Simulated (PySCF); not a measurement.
BrH4NSn. Atoms are numbered in the order given.

```xyz
7

Sn    -0.3355    -0.7933     0.0000
N      1.4349    -1.7833     0.0000
Br     0.1648     1.6849     0.0000
H     -1.1878    -1.0972    -1.4560
H     -1.1878    -1.0972     1.4560
H      1.6683    -2.3140     0.8354
H      1.6683    -2.3140    -0.8354
```
Charge 0, spin multiplicity 1.

Coordinates come from a B3LYP-D3(BJ)/def2-SVP optimisation. The structure was generated by enumeration; whether it is a known compound was not checked. The def2 effective core potentials stand for the cores of Sn; spin–orbit coupling is left out. The values are those of a single conformer.

Calculation: ωB97X/def2-TZVPD (PySCF).

Mulliken values depend strongly on the basis, most of all with diffuse functions as here. ESP charges are fitted to the potential on shells at 1.4 to 2.0 van der Waals radii. Atomic charges (e):

```tsv
atom	ESP fit	Mulliken
Sn1	?	0.76
N2	?	-0.62
Br3	?	-0.39
H4	-0.05	-0.08
H5	-0.05	-0.08
H6	0.33	0.21
H7	0.33	0.21
```

### Question
Fill in the missing entries. (The exact figures need the calculation; the answer reports its results.)

### Answer

- Sn1, ESP fit: 0.50
- N2, ESP fit: -0.83
- Br3, ESP fit: -0.24
